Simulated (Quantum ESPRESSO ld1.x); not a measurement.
Task: Species: Cl. Configuration: [Ne] 3s2 3p5. Method: scalar-relativistic Kohn-Sham, LDA (Slater exchange, VWN5 correlation), spin-polarised, spherical densities, point nucleus; open shells are filled with parallel spins first; computed with ld1.x of Quantum ESPRESSO 7.5. Some entries of the table are withheld. Estimate them.

orbital,occ.,eigenvalue (hartree),<r^2> (bohr^2)
1s up,1,-100.766,0.01119
1s down,1,-100.759,0.01119
2s up,1,-9.25298,0.2365
2s down,1,-9.24583,0.2363
2p up,3,-7.04530,0.2074
2p down,3,-7.03644,0.2072
3s up,1,-0.77557,2.739
3s down,1,-0.74278,2.770
3p up,3,(1),(2)
3p down,2,(3),(4)

Result: 
(1) 3p up eigenvalue (hartree): -0.33328
(2) 3p up <r^2> (bohr^2): 4.045
(3) 3p down eigenvalue (hartree): -0.30410
(4) 3p down <r^2> (bohr^2): 4.193
